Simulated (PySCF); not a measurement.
# Ionisation energy of Ge¹⁷⁺ by level of theory

Ge¹⁷⁺ [Ne] 3s2 3p3 (4S) → Ge¹⁸⁺ [Ne] 3s2 3p2 (3P), as a difference of total energies. Computed with PySCF 2.14 in an uncontracted even-tempered set (17 s from 1.5 bohr⁻², ratio 2.5; 11 p from 2 bohr⁻², ratio 2.5; 5 d from 9.5 bohr⁻², ratio 2.7; 4 f from 14 bohr⁻², ratio 2.7), with no relativity, point nucleus. Correlated levels: outer shells: 1s2 frozen; virtual orbitals above 40 to 60 times the deepest correlated orbital energy dropped. The calculations carry no spin-orbit coupling.

| method | ionisation energy (eV) |
| --- | --- |
| UHF | 657.42 |
| MP2 (outer shells) | 657.95 |
| SCS-MP2 (outer shells) | 657.71 |
| CCSD (outer shells) | 657.73 |
| CCSD(T) (outer shells) | 657.72 |

**Question.** How much does correlation contribute at CCSD(T) (outer shells)?

**Answer.** 657.72 − (657.42) = 0.30 eV, measured against UHF.

Spin-orbit coupling is strong in these open shells (close to jj coupling). The scalar numbers leave it out and a first-order estimate fails, so it can dominate the gap to the real levels.

All relativistic terms are absent from these numbers, so their closeness to the reference says little about the methods.

For comparison: 662.8 ± 1.9 eV (semi-empirical (NIST evaluation); NIST Atomic Spectra Database, ionization energies).
